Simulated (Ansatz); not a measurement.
A nudged elastic band was laid between two geometries of CH$_{7}$GeNOSi (12 atoms, charge 0, multiplicity 1).

Method: RKS B3LYP-D4/def2-SVP (Ansatz 0.2.0).

```yaml
movable_images: 7
climbing_image: yes
spring: 5.0 eV/Å²
optimiser: quadratic models (default)
start_path: IDPP
force_threshold: 0.03 eV/Å
iteration_limit: 47
end_points: relaxed
```

First end point:

```xyz
12
Properties=species:S:1:pos:R:3
C -1.603 0.199 1.181
Si 0.038 -0.618 0.765
N 1.378 0.372 0.275
Ge 1.052 -0.561 -1.323
O 0.596 0.475 -2.717
H -1.554 0.658 2.184
H -2.416 -0.546 1.194
H -1.855 0.987 0.455
H 0.285 -1.722 1.747
H 2.064 0.996 0.689
H 2.237 -1.354 -1.901
H -0.147 1.059 -2.516
```

Last end point:

```xyz
12
Properties=species:S:1:pos:R:3
C -1.819 0.017 0.835
Si -0.214 -0.865 0.411
N 1.296 -0.042 0.657
Ge 1.290 -0.171 -1.217
O 1.301 1.405 -2.077
H -1.807 1.062 0.491
H -1.973 0.017 1.929
H -2.678 -0.499 0.376
H -0.327 -2.296 0.838
H 1.918 0.208 1.421
H 2.495 -0.883 -1.855
H 0.594 1.991 -1.775
```

Q: What changes between the two ends?

A: No bond is made or broken. The dihedral H8–C1–Si2–Ge4 goes from -20 to 101°. The two ends are copies of one structure, up to a mirror image or an exchange of like atoms.

Q: What energy profile does the band end with?

A: The forces met the threshold. The highest image is number 4 of 0 to 8, 5.2 kJ/mol above the ends, which have the same energy within 2 meV. A vibrational analysis at the climbing image gives one clearly imaginary mode, 150i cm⁻¹: a first-order saddle point.

```tsv
image	path coordinate (Å)	energy (kJ/mol)	dihedral H8–C1–Si2–Ge4 (°)
0	0.00	0.0	-20
1	0.44	0.8	-5
2	0.88	2.6	10
3	1.33	4.5	25
4	1.77	5.2	40
5	2.22	4.4	55
6	2.66	2.5	71
7	3.11	0.7	86
8	3.56	0.0	101
```

Q: What is the geometry of the highest image?

A: 
```xyz
12
Properties=species:S:1:pos:R:3
C -1.785 0.034 0.919
Si -0.166 -0.843 0.493
N 1.320 0.052 0.598
Ge 1.242 -0.245 -1.254
O 1.149 1.249 -2.247
H -1.563 0.959 1.475
H -2.439 -0.602 1.536
H -2.340 0.317 0.011
H -0.192 -2.236 1.041
H 1.964 0.385 1.310
H 2.447 -0.965 -1.886
H 0.440 1.839 -1.961
```

Q: What are the harmonic wavenumbers there?

A: 150i, 94, 151, 200, 237, 264, 343, 423, 469, 613, 631, 678, 689, 736, 742, 787, 866, 916, 934, 955, 1260, 1428, 1435, 2125, 2175, 3031, 3122, 3130, 3581, 3837 cm⁻¹.

The run took 120 s on 2 threads of Intel(R) Xeon(R) CPU @ 2.60GHz (Ice Lake), with other jobs on the host, peak memory 0.36 GiB.
